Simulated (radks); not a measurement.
Q: Charge is removed step by step from the 3p level of the copper ion Cu2+, starting from [Ar] 3d9. Code: a radial shooting solver on a logarithmic mesh with Libxc functionals. Model: scalar-relativistic Kohn-Sham, PBEsol, spin-unpolarised, spherical densities, point nucleus. At the starting occupation the eigenvalue is -97.435 eV. Estimate the energy to remove one whole electron from this level, the eigenvalue at the end, and how far E(n) bends from a straight line.

A: Delta-SCF 107.81 eV; final eigenvalue -118.69 eV; the deviation from the straight line is -2.659 eV at 0.5 electron removed, the largest on the grid computed. Slater's transition state (half an electron removed) gives 107.73 eV. Integrating minus the eigenvalue over the occupation (Janak's theorem) gives 107.84 eV. In this scalar-relativistic scheme the density is built from large components alone, so the theorem holds only approximately. The mean slope of the eigenvalue, de/dn, is 21.3 eV per electron.
